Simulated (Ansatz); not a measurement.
Relaxation of BH$_{6}$NOSi (10 atoms, charge 0, multiplicity 1), to a largest force component of 0.015 eV/Å in at most 40 steps.

Method: RKS BLYP/def2-SVP (Ansatz 0.2.0).

```xyz
10
Properties=species:S:1:pos:R:3
B -1.639 0.997 0.083
O -1.038 -0.263 0.190
Si -2.324 -1.303 0.561
N -1.770 -3.050 0.706
H -1.831 1.714 1.010
H -2.128 1.407 -0.970
H -3.361 -1.312 -0.532
H -3.014 -0.962 1.828
H -0.991 -2.977 1.395
H -1.234 -3.226 -0.224
```

Q: Where does it end, and by what steps?

A: The forces met the threshold. The force dipped under the threshold on the way, but the program's further checks kept it going. After 21 steps the energy has fallen by 1.027 eV; H5 moved furthest, 1.07 Å.

```csv
step,energy less start (eV),largest force component (eV/Å),accepted
0,0.0000,2.944,yes
1,-0.3606,1.762,yes
2,-0.6218,0.907,yes
3,-0.7588,1.961,yes
4,-0.8342,0.341,yes
5,-0.8740,0.168,yes
6,-0.8986,0.209,yes
7,-0.9043,0.485,yes
8,-0.9196,0.155,yes
9,-0.9141,0.713,no
10,-0.9316,0.188,yes
11,-0.9472,0.166,yes
12,-0.9718,0.215,yes
13,-1.0107,0.157,yes
14,-1.0147,0.310,yes
15,-1.0245,0.107,yes
16,-1.0258,0.054,yes
17,-1.0263,0.050,yes
18,-1.0262,0.091,no
19,-1.0265,0.016,yes
20,-1.0266,0.005,yes
21,-1.0266,0.014,yes
```

```xyz
10
Properties=species:S:1:pos:R:3
B -1.636 1.158 0.087
O -1.745 0.031 0.834
Si -2.561 -1.465 0.624
N -1.513 -2.840 0.603
H -0.950 2.067 0.519
H -2.206 1.249 -0.991
H -3.294 -1.413 -0.679
H -3.451 -1.579 1.816
H -1.030 -3.136 1.456
H -0.946 -3.047 -0.223
```

Time of the run: 72 s on 1 thread of Arm Neoverse V1 (shared host), peak memory 0.14 GiB.
